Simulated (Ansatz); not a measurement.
Consider the hydrogen abstraction from the Si–H bond: `F[SiH](F)O[SiH3]` + H• → `F[Si](F)O[SiH3]`• + H₂.

Isolated molecules relaxed with PBE0-D4/def2-TZVP in Ansatz; ΔE leaves out vibrations. CCSD(T)/CBS is the MP2 limit (def2-TZVPP, def2-QZVPP) plus CCSD(T) − MP2 in def2-TZVPP, frozen cores. This one scheme is used for every species, atoms too. DFT in def2-TZVPP. B3LYP here is the variant with VWN-RPA as its local correlation; programs differ in this. HSE06 is defined as in plane-wave codes. No spin–orbit coupling; open shells (•) take unrestricted orbitals. One conformer a species, not always the lowest.

| level | ΔE (kJ/mol) | difference from CCSD(T)/CBS |
| --- | --- | --- |
| PBE-D4 | -31.2 | -13.4 |
| B97M-V | -16.2 | 1.6 |
| PBE0-D4 | -20.8 | -3.0 |
| r2SCAN0-D4 | -27.7 | -9.9 |
| BHLYP-D4 | -17.5 | 0.3 |
| CAM-B3LYP-D4 | -22.7 | -4.9 |
| ωB97M-V | -12.4 | 5.4 |
| PBE-QIDH | -12.2 | 5.6 |
| BLYP | -43.3 | -25.5 |
| B3LYP | -33.4 | -15.6 |
| HSE06 | -22.0 | -4.2 |
| CAM-B3LYP | -23.8 | -6.0 |
| MP2/def2-SVP | 3.3 | 21.1 |
| CCSD(T)/def2-SVP | -4.6 | 13.2 |
| HF/def2-TZVPP | 5.5 | 23.3 |
| CCSD/def2-TZVPP | -16.5 | 1.3 |
| CCSD(T)/CBS | -17.8 | 0 |

Largest T1 diagnostic among the species: 0.013.

At CCSD(T), def2-SVP lies +13.2 kJ/mol from the extrapolated value and def2-TZVPP +0.8 kJ/mol. Leaving LDA and LC-ωPBE aside and taking each functional with its dispersion term where it has one, the values, not all of them listed here, spread over 28.3 kJ/mol, from BLYP-D4 to PBE-QIDH. LDA lies +7.0 kJ/mol from PBE without D4. From BLYP to BHLYP (50 % exact exchange), in def2-TZVPP and without D4, ΔE moves by +24.5 kJ/mol.
